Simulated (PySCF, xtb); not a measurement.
In(H)(Cl)(Et) (C2H6ClIn), SMILES C[CH2][InH][Cl].

GFN2-xTB in xtb 6.7.1 at its own geometry gives an orbital gap of 3.51 eV and a dipole moment of 3.69 D.

Coordinates come from a B3LYP-D3(BJ)/def2-SVP optimisation. The structure was generated by enumeration; whether it is a known compound was not checked. The def2 effective core potentials stand for the cores of In; spin–orbit coupling is left out. Other conformers were not sampled.

Task: What does PySCF with CAM-B3LYP/def2-TZVP give? (Estimate from the structure and the level; the computed values follow.)

Result: gap 8.01 eV (levels -8.86 and -0.85 eV), dipole 3.75 D.
